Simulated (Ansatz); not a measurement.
Molecule: C₄H₂BrSe, net charge -1, singlet state. It need not be the lowest isomer of its formula. Whether it binds its extra electron was not tested at this geometry. 
Geometry from a B3LYP-D3(BJ)/def2-TZVP (Ansatz, a quantum-chemistry and plane-wave program) optimisation:
```
C
C 1 1.3599
H 1 1.0854 2 122.13
C 1 1.4360 3 123.74 2 -180.00
C 4 1.3848 1 121.27 3 -180.00
H 4 1.0902 5 119.74 1 -180.00
Se 2 1.8894 1 109.63 3 180.00
Br 2 1.9244 1 123.85 3 0.00
```
Charge -1, spin multiplicity 1.

Basis-set convergence of Hartree-Fock and CCSD(T) correlation energies (hartree) with Ansatz. Valence correlation only, unless marked. No spin-orbit coupling. Frozen are the shells of the preceding noble gas and the d and f shells that filled before the atom's block. Non-relativistic.

The Hartree-Fock reference is unstable (checked in the largest basis), which strains HF and MP2. 

```csv
basis,functions,E(HF),"E(corr, CCSD(T))"
aug-cc-pVDZ,182,-5124.78645,-0.87868
aug-cc-pVTZ,348,-5124.96704,-1.06083
aug-cc-pVQZ,598,-5124.98109,-1.11640
```

Extrapolating the two largest sets (X = 3 and 4) as X^-3: E(corr) = (64·(-1.11640) - 27·(-1.06083))/37 = -1.1570 Eh, an estimate of the basis-set limit. The largest set recovers 96.5 % of it, the smallest 75.9 %.
